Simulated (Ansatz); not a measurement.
C4H7Al, SMILES `C[C]1([AlH2])C=C1`, relaxed with RKS PBE-D4/def2-SVP in the Gaussian-basis code of Ansatz from a rough embedded geometry. The force threshold is 0.03 eV/Å; the program also tests the step.

Charge 0, multiplicity 1.

Start:

```xyz
12

C     0.136   -0.787    1.212
C    -0.133   -0.005   -0.017
Al    1.371    0.725   -1.046
C    -1.207   -0.406   -0.827
C    -1.312    0.774   -0.024
H     0.643   -0.119    2.009
H    -0.826   -1.113    1.727
H     0.744   -1.628    1.036
H     2.930    0.537   -0.545
H     1.132    1.554   -2.411
H    -1.649   -1.200   -1.422
H    -1.829    1.667    0.308
```

Q: How much energy does the relaxation release, and in how many steps? (Estimate.)

A: Ansatz gave: 124.67 kJ/mol, in 5 steps.

Q: Which bonds change most? (Best estimate.)

A: Computed: C2–C4 from 1.403 to 1.548 Å; C2–C5 from 1.414 to 1.548 Å; C4–C5 from 1.431 to 1.302 Å; C1–H8 from 1.053 to 1.112 Å.

Q: Give the relaxed structure. (An estimate is asked.)

A: Computed: 
```xyz
12

C     0.195   -0.779    1.279
C    -0.068    0.001   -0.013
Al    1.465    0.726   -1.022
C    -1.345   -0.349   -0.814
C    -1.414    0.758   -0.131
H     0.725   -0.157    2.032
H    -0.753   -1.133    1.742
H     0.832   -1.671    1.095
H     2.986    0.540   -0.528
H     1.161    1.528   -2.381
H    -1.808   -1.095   -1.469
H    -1.977    1.632    0.212
```
